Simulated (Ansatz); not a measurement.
# Cost against result

Saddle point of BSiNH₆F₂, singlet (BNH₂F₂ ([NH2][B]([F])[F]) + SiH₄ → BSiH₃F₂ ([F][B]([F])[SiH3]) + NH₃ (still joined by a long B–N bond); bonds formed: B1–Si6, N2–H5; bonds broken: H5–Si6; bonds weakened to dative contacts: B1–N2), PBE0-D4/def2-TZVP structure:

B1  (-0.269, 0.266, -0.877)
N2  (1.212, 0.700, -0.836)
F3  (-0.509, -0.778, -1.697)
F4  (-1.138, 1.298, -0.878)
H5  (0.725, 0.129, 0.240)
Si6  (-0.649, -0.695, 1.255)
H7  (1.867, 0.172, -1.396)
H8  (1.406, 1.691, -0.803)
H9  (-0.603, 0.182, 2.460)
H10  (-2.073, -0.987, 0.944)
H11  (0.032, -1.979, 1.587)
(Å)

Barriers are electronic and count from the start structure reached by relaxing down the imaginary mode.

Computed with Ansatz 0.2.0 (basis: as named in each row); correlated methods freeze the cores. B3LYP uses VWN-RPA correlation. Extrapolation: Hartree–Fock as exp(−7.88 √X), correlation as X^−2.97.

Times are rough, for one single point on 8 threads of a shared host (AMD EPYC 7R43).

The estimate by CCSD(T) at an estimated basis limit (MP2 extrapolated from triple and quadruple zeta, plus CCSD(T) − MP2 in triple zeta) is 243.7 kJ/mol.

```json
{"method": "HF", "basis": "STO-3G", "time (s)": "under 1", "barrier (kJ/mol)": "401.4", "method less estimate": "157.7"}
{"method": "PBE-D4", "basis": "STO-3G", "time (s)": "under 1", "barrier (kJ/mol)": "242.6", "method less estimate": "-1.2"}
{"method": "SPW92", "basis": "def2-SVP", "time (s)": "under 1", "barrier (kJ/mol)": "146.2", "method less estimate": "-97.6"}
{"method": "SPW92", "basis": "def2-TZVPP", "time (s)": "under 1", "barrier (kJ/mol)": "158.1", "method less estimate": "-85.7"}
{"method": "PBE-D4", "basis": "def2-SVP", "time (s)": "1", "barrier (kJ/mol)": "182.9", "method less estimate": "-60.8"}
{"method": "B3LYP-D4", "basis": "6-31G", "time (s)": "1", "barrier (kJ/mol)": "229.7", "method less estimate": "-14.0"}
{"method": "PBE0-D4", "basis": "def2-SVP", "time (s)": "1", "barrier (kJ/mol)": "207.3", "method less estimate": "-36.4"}
{"method": "PBE-D4", "basis": "def2-TZVPP", "time (s)": "2", "barrier (kJ/mol)": "191.6", "method less estimate": "-52.1"}
{"method": "BLYP-D4", "basis": "def2-TZVPP", "time (s)": "2", "barrier (kJ/mol)": "225.3", "method less estimate": "-18.4"}
{"method": "BHLYP-D4", "basis": "def2-TZVPP", "time (s)": "2", "barrier (kJ/mol)": "266.1", "method less estimate": "22.4"}
{"method": "B3LYP-D4", "basis": "def2-TZVPP", "time (s)": "2", "barrier (kJ/mol)": "240.0", "method less estimate": "-3.7"}
{"method": "PBE0-D4", "basis": "def2-TZVPP", "time (s)": "2", "barrier (kJ/mol)": "213.1", "method less estimate": "-30.6"}
{"method": "r2SCAN-D4", "basis": "def2-TZVPP", "time (s)": "2", "barrier (kJ/mol)": "213.6", "method less estimate": "-30.1"}
{"method": "CAM-B3LYP-D4", "basis": "def2-TZVPP", "time (s)": "2", "barrier (kJ/mol)": "247.3", "method less estimate": "3.6"}
{"method": "r2SCAN0-D4", "basis": "def2-TZVPP", "time (s)": "3", "barrier (kJ/mol)": "228.0", "method less estimate": "-15.7"}
{"method": "wB97M-V", "basis": "def2-SVP", "time (s)": "3", "barrier (kJ/mol)": "228.7", "method less estimate": "-15.0"}
{"method": "RPA on PBE", "basis": "def2-TZVPP", "time (s)": "4", "barrier (kJ/mol)": "245.6", "method less estimate": "1.9"}
{"method": "PBE-QIDH", "basis": "def2-TZVPP", "time (s)": "4", "barrier (kJ/mol)": "233.6", "method less estimate": "-10.1"}
{"method": "B2PLYP", "basis": "def2-TZVPP", "time (s)": "4", "barrier (kJ/mol)": "248.6", "method less estimate": "4.9"}
{"method": "B97M-V", "basis": "def2-TZVPP", "time (s)": "4", "barrier (kJ/mol)": "229.4", "method less estimate": "-14.4"}
{"method": "wB97X-V", "basis": "def2-TZVPP", "time (s)": "4", "barrier (kJ/mol)": "239.1", "method less estimate": "-4.6"}
{"method": "wB97M-V", "basis": "def2-TZVPP", "time (s)": "5", "barrier (kJ/mol)": "239.2", "method less estimate": "-4.5"}
{"method": "CCSD(T)", "basis": "def2-SVP", "time (s)": "6", "barrier (kJ/mol)": "258.5", "method less estimate": "14.7"}
{"method": "MP2", "basis": "def2-QZVPP", "time (s)": "20", "barrier (kJ/mol)": "242.1", "method less estimate": "-1.6"}
{"method": "CCSD(T)", "basis": "def2-TZVPP", "time (s)": "110", "barrier (kJ/mol)": "245.8", "method less estimate": "2.1"}
```

All methods are single points on the PBE0-D4 structures.

The T1 diagnostic stays at or below 0.013.

Labels in which every atom is bracketed show which atoms are joined, not bond orders.
